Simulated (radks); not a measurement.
The numbers below are computed, except where a source is named.
Charge is removed step by step from the 6s1/2 level of Nd, starting from [Xe] 4f4 6s2. Level of theory: Dirac Kohn-Sham, BLYP, spin-unpolarised, spherical densities, finite nucleus; open shells fill j = l - 1/2 first; Fermi nuclear charge, rms radius 4.9123 fm (a radial shooting solver on a logarithmic mesh with Libxc functionals).

removed (e)  E - E(0) (eV)  eigenvalue (eV)  E minus straight line (eV)
0                    0.000           -3.356                       0.000
0.1                  0.358           -3.808                      -0.214
0.2                  0.762           -4.269                      -0.383
0.3                  1.212           -4.737                      -0.506
0.4                  1.710           -5.213                      -0.581
0.5                  2.255           -5.696                      -0.608
0.6                  2.849           -6.187                      -0.586
0.7                  3.493           -6.684                      -0.515
0.8                  4.186           -7.187                      -0.394
0.9                  4.930           -7.696                      -0.223
1                    5.725           -8.212                       0.000

Removing the whole electron costs 5.725 eV by Delta-SCF, against 3.356 eV from minus the eigenvalue at the starting occupation. Slater's transition state (half an electron removed) gives 5.696 eV. Integrating minus the eigenvalue over the occupation (Janak's theorem) gives 5.725 eV. The mean slope of the eigenvalue, de/dn, is 4.86 eV per electron. Ionisation energy of Nd in the NIST Atomic Spectra Database: 5.525 eV (measured).

Beside tabulated values, note that spin-unpolarised runs miss the spin-polarisation part of the exchange energy of open shells.
